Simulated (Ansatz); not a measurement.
The cluster SrSe2⁻ (the lowest doublet isomer of a short search). The state is a doublet with charge -1. Geometry PBE-D4/def2-TZVPD, basis def2-TZVPD, Ansatz.

Cartesian coordinates in Å:
```
Sr 0.0009 -0.0015 -0.0141
Se 0.9047 -2.5581 0.3595
Se -0.9056 2.5596 -0.3454
```

```csv
run,HOMO (eV),LUMO (eV)
A,-0.95,-0.43
B,-1.72,0.05
C,-1.33,-0.26
D,-2.60,0.72
```

In the def2 sets Sr takes a core potential; there is no spin–orbit coupling. HSE06 is defined as in plane-wave codes, on full-range PBE exchange. The structure comes from a short search, and lower isomers may exist.

HOMO and LUMO are taken over both spins.

Q: The runs used CAM-B3LYP, HSE06, PBE0, r2SCAN. Estimate which is which.

A: A r2SCAN (0 % exact exchange); B PBE0 (25 % exact exchange); C HSE06 (range-separated); D CAM-B3LYP (range-separated). Exact exchange lowers occupied and raises empty levels; among semilocal functionals meta-GGAs tend to open the gap a little, and such runs are hard to tell apart. The gap grows from 0.52 eV (r2SCAN) to 3.32 eV (CAM-B3LYP).
